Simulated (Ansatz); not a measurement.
Relaxation of AsH$_{3}$OS (6 atoms, charge 0, multiplicity 1), to a largest force component of 0.015 eV/Å in at most 40 steps.

Method: RKS PBE0-D4/def2-SVP in Ansatz.

```xyz
6
Properties=species:S:1:pos:R:3:forces:R:3
S -1.099 -1.029 -1.137 0.11 -0.11 0.05
O -0.453 -0.400 0.253 0.43 -0.04 0.45
As 0.873 0.892 0.179 -0.39 -0.80 0.29
H -2.230 -0.296 -1.159 -0.26 0.19 -0.10
H -0.079 2.057 0.156 -0.30 0.54 0.05
H 0.817 0.830 -1.314 0.42 0.22 -0.74
```

Q: Where does it end, and by what steps?

A: The run converged. After 9 steps the energy has fallen by 0.151 eV; H5 moved furthest, 0.41 Å.

```
step  energy less start (eV)  largest force component (eV/Å)  accepted
   0                  0.0000                           0.796       yes
   1                 -0.0729                           0.571       yes
   2                 -0.1069                           0.339       yes
   3                 -0.1254                           0.196       yes
   4                 -0.1378                           0.200       yes
   5                 -0.1482                           0.064       yes
   6                 -0.1506                           0.028       yes
   7                 -0.1508                           0.120       yes
   8                 -0.1503                           0.079        no
   9                 -0.1514                           0.007       yes
```

```xyz
6
Properties=species:S:1:pos:R:3
S -1.221 -0.937 -1.163
O -0.283 -0.580 0.172
As 0.755 0.909 0.218
H -2.288 -0.145 -0.873
H -0.346 1.924 -0.128
H 1.212 0.883 -1.246
```

Whether the end is a true minimum wasn't checked by a vibrational analysis.

Time of the run: 34 s on 1 thread of Intel(R) Xeon(R) Platinum 8488C (Sapphire Rapids), with other jobs on the host, peak memory 0.26 GiB.
